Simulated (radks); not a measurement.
The numbers below are computed, except where a source is named.
Charge is removed step by step from the 3s down level of the barium ion Ba3+, starting from [Ne] 3s(up 1, down 1) 3p6 3d10 4s2 4p6 4d10 5s2 5p5. Code: a radial shooting solver on a logarithmic mesh with Libxc functionals. Model: scalar-relativistic Kohn-Sham, PBE, spin-polarised, spherical densities, finite nucleus; open shells are filled with parallel spins first (spin-orbit coupling, left out, can overturn this in heavy ions); Fermi nuclear charge, rms radius 4.8378 fm.

[
 {"removed (e)": "0", "E - E(0) (eV)": "0.000", "eigenvalue (eV)": "-1269.0", "E minus straight line (eV)": "0.000"},
 {"removed (e)": "0.125", "E - E(0) (eV)": "158.88", "eigenvalue (eV)": "-1275.1", "E minus straight line (eV)": "-2.694"},
 {"removed (e)": "0.25", "E - E(0) (eV)": "318.52", "eigenvalue (eV)": "-1281.2", "E minus straight line (eV)": "-4.624"},
 {"removed (e)": "0.375", "E - E(0) (eV)": "478.94", "eigenvalue (eV)": "-1287.3", "E minus straight line (eV)": "-5.786"},
 {"removed (e)": "0.5", "E - E(0) (eV)": "640.12", "eigenvalue (eV)": "-1293.5", "E minus straight line (eV)": "-6.179"},
 {"removed (e)": "0.625", "E - E(0) (eV)": "802.07", "eigenvalue (eV)": "-1299.7", "E minus straight line (eV)": "-5.799"},
 {"removed (e)": "0.75", "E - E(0) (eV)": "964.80", "eigenvalue (eV)": "-1305.9", "E minus straight line (eV)": "-4.645"},
 {"removed (e)": "0.875", "E - E(0) (eV)": "1128.3", "eigenvalue (eV)": "-1312.1", "E minus straight line (eV)": "-2.712"},
 {"removed (e)": "1", "E - E(0) (eV)": "1292.6", "eigenvalue (eV)": "-1318.4", "E minus straight line (eV)": "0.000"}
]

Removing the whole electron costs 1292.6 eV by Delta-SCF, against 1269.0 eV from minus the eigenvalue at the starting occupation. Slater's transition state (half an electron removed) gives 1293.5 eV. Integrating minus the eigenvalue over the occupation (Janak's theorem) gives 1293.6 eV. In this scalar-relativistic scheme the density is built from large components alone, so the theorem holds only approximately. The mean slope of the eigenvalue, de/dn, is 49.4 eV per electron.
